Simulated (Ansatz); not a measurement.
`CB[SiH2][AlH2]` + `CCN` → `CC[NH][AlH2]` + `CB[SiH3]` at 700 K and 1 bar (cleavage of the Al–Si bond).

Computed with Ansatz on PBE0-D4/def2-TZVP structures; ΔE is electronic, products minus reactants. CCSD(T)/CBS is the MP2 limit (def2-TZVPP, def2-QZVPP) plus CCSD(T) − MP2 in def2-TZVPP, frozen cores. One conformer a species, not always the lowest.

| species | CCSD(T)/CBS energy (Eh) | H − E (kJ/mol) | S (J/(mol·K)) |
| --- | --- | --- | --- |
| `CB[SiH2][AlH2]` | -598.71139 | 298.0 | 519.3 |
| `CCN` | -135.01652 | 298.7 | 354.6 |
| `CC[NH][AlH2]` | -377.65408 | 329.5 | 441.1 |
| `CB[SiH3]` | -356.10570 | 258.6 | 419.3 |

H − E and S are ideal-gas, rigid-rotor, harmonic terms from PBE0-D4/def2-TZVP, for one conformer and one mirror image of each species. 1 Eh = 2625.50 kJ/mol, R = 8.31446 J/(mol·K).

Question: By hand: ΔE, ΔH, ΔS and ΔG.

Answer: ΔE = (-377.65408) + (-356.10570) − (-598.71139) − (-135.01652) = -0.03187 Eh = -83.7 kJ/mol. Δ(H − E) = 329.5 + 258.6 − 298.0 − 298.7 = -8.6, so ΔH = -92.3 kJ/mol. ΔS = 441.1 + 419.3 − 519.3 − 354.6 = -13.5 J/(mol·K). ΔG = -92.3 − 700 × (-13.5)/1000 = -82.8 kJ/mol.

Question: By hand: the equilibrium constant, and the temperature at which ΔG would vanish if ΔH and ΔS stayed fixed.

Answer: log₁₀ K = −ΔG/(RT ln 10) = 6.2. ΔG = 0 at ΔH/ΔS = 6837 K, far beyond where these terms or the molecules hold.

The number of gas molecules stays the same, so ΔS is small and ΔH decides. A doubt of 5 kJ/mol in ΔE shifts log₁₀ K by 0.4 here. Other conformers and mirror images would add mixing entropy, several J/(mol·K) or more a flexible species. Modes under 60 cm⁻¹, often nearly free rotors, make the harmonic entropy too high. These are equilibria of isolated gas molecules and say nothing of rates. Largest T1 diagnostic: 0.014 (customary marks: 0.02 for closed shells, 0.045 for open ones).
